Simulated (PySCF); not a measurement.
Dimer: C2H2 (SMILES C#C) (first 4 atoms) with GeH4 (SMILES [GeH4]); geometry from B3LYP-D3(BJ)/def2-TZVP, rigid monomers moved along the line of their centres of mass till C1···Ge5 is 3.41 Å.
(charge 0, multiplicity 1):
```xyz
9

C      0.05906     0.53008    -0.26258
C     -0.10873    -0.65430    -0.22625
H      0.20758     1.58186    -0.29306
H     -0.25794    -1.70579    -0.19013
Ge     0.01650     0.03843     3.11185
H     -0.75946    -1.19637     2.63277
H     -0.00156     0.08055     4.64988
H     -0.64790     1.30932     2.56474
H      1.46955    -0.03987     2.62528
```

Interaction energies are E(AB) − E(A) − E(B) at the monomers' geometry in the complex; basis-set methods are counterpoise corrected. Rows marked so take none.

Rows in 3-21G, 6-31G*, STO-3G carry no dispersion term and start afresh at each structure (6-31G* with six Cartesian d functions); the Pople sets are all-electron and without relativity.

Programs: PySCF for 3-21G rows, 6-31G* rows, STO-3G rows. Values without a source in brackets are computed.

Q: One of these levels gives 1.80 kcal/mol for the interaction energy. Which?
(A) HF/STO-3G (no counterpoise)
(B) B3LYP/3-21G (no counterpoise)
(C) M06-2X/6-31G* (no counterpoise)
(D) HF/6-31G*

A: A, HF/STO-3G (no counterpoise). The others give 2.79 (HF/6-31G*), -0.18 (B3LYP/3-21G (no counterpoise)), -1.84 (M06-2X/6-31G* (no counterpoise))
